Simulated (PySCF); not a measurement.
# Static response to an electric field

Species: B(NH2)3.
Structure used (PBE0-D3(BJ)/def2-SVP), in Å, numbered top down from 1:
```xyz
10
BH6N3 angstrom
B     -0.0018   -0.0006   -0.0010
N      1.4240   -0.0300   -0.0766
H      1.9634   -0.8776    0.0084
H      1.9905    0.8033   -0.1130
N     -0.7003    1.2455   -0.0903
H     -1.6841    1.3182    0.1230
H     -0.2228    2.1320   -0.0220
N     -0.7368   -1.2203    0.1621
H     -0.2997   -2.1184    0.0131
H     -1.7325   -1.2521   -0.0038
```

Level: CAM-B3LYP/def2-SVPD (PySCF), static field, nuclei fixed, core orbitals frozen in the response. The polarisability tensor in these axes (au):

```
x   45.18 -0.07 -0.56
y   -0.07 45.02 -0.90
z   -0.56 -0.90 33.71
```

**Question.** Diagonalise the tensor; give its mean and Δα, where Δα² is half the sum of the squared differences of the eigenvalues.

**Answer.** Principal values 33.61, 45.08 and 45.21 au; mean 41.30 au = 6.12 Å³ = 6.81 × 10⁻⁴⁰ C²·m²/J; Δα = 11.54 au (28 % of the mean).

**Question.** What is the dipole moment?

**Answer.** 0.13 D at this geometry.

**Question.** How large is μ²/3kT at 350 K beside α?

**Answer.** In Gaussian units μ²/3kT = 0.12 Å³ against 6.12 Å³, a ratio of 0.02; the Debye molar polarisation (4π/3)N_A(α + μ²/3kT) is 15.7 cm³/mol, leaving out the vibrational part.

**Question.** Sum over states: ᾱ = Σ f/ω², ω in Eh. What share falls to these 10 lowest TDDFT singlets (eV, f)? 5.87, 0.0001; 5.90, 0.0002; 7.11, 0.1054; 7.29, 0.0005; 7.52, 0.0010; 7.54, 0.0009; 8.16, 0.0011; 8.17, 0.0012; 8.47, 0.0081; 8.60, 0.0125.

**Answer.** They add up to 1.81 au, 4.4 % of the 41.30 au; the largest single term is 1.54 au, from the state at 7.11 eV. Terms in order: 0.00, 0.00, 1.54, 0.01, 0.01, 0.01, 0.01, 0.01, 0.08, 0.13 au. Higher excitations give the rest. The strengths listed sum to 0.131.

**Question.** Find the Langevin capture rate constant for NH4+ (18.034 u) meeting this molecule (59.065 u), k = 2.342 × 10⁻⁹ cm³/s × √(α in Å³ / reduced mass in u).

**Answer.** The reduced mass is 13.82 u, so k = 1.56 × 10⁻⁹ cm³/s.

**Question.** Give the eigenvalues of the traceless quadrupole moment Θ = ½Σq(3rr − r²1), origin at the centre of nuclear charge.

**Answer.** -10.61, 5.20, 5.41 D·Å. The values depend on the origin, since the dipole doesn't vanish. The electronic extent ⟨r²⟩ about the same centre is 304 bohr², a root-mean-square distance of 1.63 Å for the 32 electrons.

Isolated species at its PBE0-D3(BJ)/def2-SVP geometry, gas phase.
